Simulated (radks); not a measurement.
Values are calculated unless marked as measured or tabulated.
Initial-state core-level shifts of neutral iron when its valence configuration changes from [Ar] 3d6 4s2. Code: a radial shooting solver on a logarithmic mesh with Libxc functionals. Model: non-relativistic Kohn-Sham, TPSS, spin-polarised, spherical densities, point nucleus; open shells are filled with parallel spins first; meta-GGA in the generalised Kohn-Sham scheme. Shifts are changes of the shell-averaged eigenvalues in eV (positive: less bound); the change of the density at the nucleus, which sets a Mossbauer isomer shift, is in e/bohr^3, on a base of 1.192e+04.

\begin{tabular}{lrrrrr}
valence & 1s & 2s & 2p & 3p & density at nucleus \\ \hline
3d4 4s2 4p2 & -16.690 & -18.563 & -18.399 & -15.249 & +8.883 \\
3d3 4s2 4p3 & -26.859 & -30.095 & -29.816 & -23.883 & +14.772 \\
3d6 4s1 4p1 & -1.275 & -1.254 & -1.254 & -1.254 & -3.512 \\
3d7 4s1 & +4.511 & +5.022 & +4.976 & +4.459 & -5.410 \\
3d8 & +6.843 & +7.742 & +7.659 & +6.890 & -9.826 \\
3d5 4s2 4p1 & -7.424 & -8.161 & -8.101 & -6.979 & +3.732 \\
3d6 4s1.5 4p0.5 & -0.718 & -0.699 & -0.700 & -0.707 & -1.724 \\
3d5.5 4s2 4p0.5 & -3.586 & -3.918 & -3.890 & -3.424 & +1.751 \\
3d5 4s1 4p2 & -8.335 & -9.084 & -9.020 & -7.854 & -0.737 \\
\end{tabular}
